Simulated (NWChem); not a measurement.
System: CH3BeFO; SMILES C[O][Be][F]

```xyz
7

Be    -0.0021    -0.8243     0.0010
F      0.0021    -2.2243    -0.0005
O     -0.0076     0.5685     0.0011
C      0.0045     1.9502    -0.0008
H     -0.6951     2.3625     0.7617
H      1.0201     2.3478     0.2258
H     -0.3018     2.3564    -0.9916
```
Atoms are numbered in this order, from 1.

Program: NWChem. Coordinates come from a PBE-D3(BJ)/def2-SVP optimisation.

### Question
Predict the results for CAM-B3LYP/def2-SVP. Quantities: highest occupied level (eV); orbital gap (eV); dipole (D).

### Answer
The highest occupied level (eV) is -9.84. The orbital gap (eV) comes out as 10.58 and the dipole (D) is 2.42.
